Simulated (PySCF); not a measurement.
Simulated C 1s region for `C#CC1=C[C@@H](C)[Si@@H](O)C1`, binding energy against the vacuum level.

Every computed line was given a Gaussian of 1.0 eV full width at half maximum and an area set by the number of equivalent atoms; the highest printed point is 100. The calculation used delta-SCF UKS SCAN, pcX-2 on the ionised atom, pcseg-1 elsewhere, spin-free X2C (PySCF).

binding energy (eV), intensity and a bar:
```
    288.2          0 
    288.3          0 
    288.4          0 
    288.5          1 
    288.6          1 
    288.7          2 #
    288.8          3 #
    288.9          6 ##
    289.0          9 ###
    289.1         14 ####
    289.2         21 ######
    289.3         29 #########
    289.4         38 ###########
    289.5         49 ###############
    289.6         60 ##################
    289.7         72 #####################
    289.8         82 #########################
    289.9         90 ###########################
    290.0         96 #############################
    290.1        100 ##############################
    290.2        100 ##############################
    290.3         98 #############################
    290.4         93 ############################
    290.5         86 ##########################
    290.6         78 #######################
    290.7         68 ####################
    290.8         58 #################
    290.9         48 ##############
    291.0         38 ###########
    291.1         29 #########
    291.2         22 #######
    291.3         15 #####
    291.4         11 ###
    291.5          7 ##
    291.6          4 #
    291.7          3 #
    291.8          1 
    291.9          1 
    292.0          0 
    292.1          0 
    292.2          0
```

Problem. How many maxima does the curve show, and how many computed lines lie under it?

Solution. The curve has 1 maximum (at 290.2 eV). Under it lie 7 lines from 7 inequivalent carbon sites. At this width some lines have no maximum of their own.

Problem. Decompose the envelope and assign each component. Numbering: `[CH:1]#[C:2][C:3]1=[CH:4][C@@H:5]([CH3:6])[Si@@H:7]([OH:8])[CH2:9]1`.

Solution. 
```
position (eV)  relative area  line  atoms                      environment
       289.68              1  C 1s     C1           terminal alkyne carbon
       289.88              1  C 1s     C4                 alkene CH carbon
       290.08              1  C 1s     C5      sp3 carbon bound to silicon
       290.10              1  C 1s     C9      sp3 carbon bound to silicon
       290.34              1  C 1s     C2                    alkyne carbon
       290.55              1  C 1s     C6                    methyl carbon
       290.78              1  C 1s     C3  fully substituted alkene carbon
```

The listed C 1s values span 1.10 eV, from C1 (bonded to C (triple bond) and H) to C3 (bonded to C (double bond) and 2 C). The widest gap between neighbouring values is 0.24 eV, between 290.10 and 290.34 eV. Summing the Pauling electronegativity differences to the bonded atoms, each weighted by its formal bond order, gives -0.35 for the lowest site and 0.00 for the highest; no listed site has a larger sum than the highest. The smallest sum, -1.35, belongs to C9, 0.42 eV above the lowest. The values 290.08 and 290.10 eV lie too close for their order to be trusted.

No satellites, vibrations or lifetime broadening are included. Spin contamination (⟨S²⟩ against 0.75 for a pure doublet) is marked for C 1s of C2 (0.92) and C 1s of C3 (0.86), which makes these values less certain. One conformer (not necessarily the lowest) at the PBE0-D3(BJ)/def2-SVP geometry, without solvent, vibrations or thermal averaging.

On an Arm Neoverse N1 with one thread, no GPU, shared host with 64 logical CPUs at a one-minute load of 48, this took 6.9 min wall and 0.70 GiB of memory at its peak.
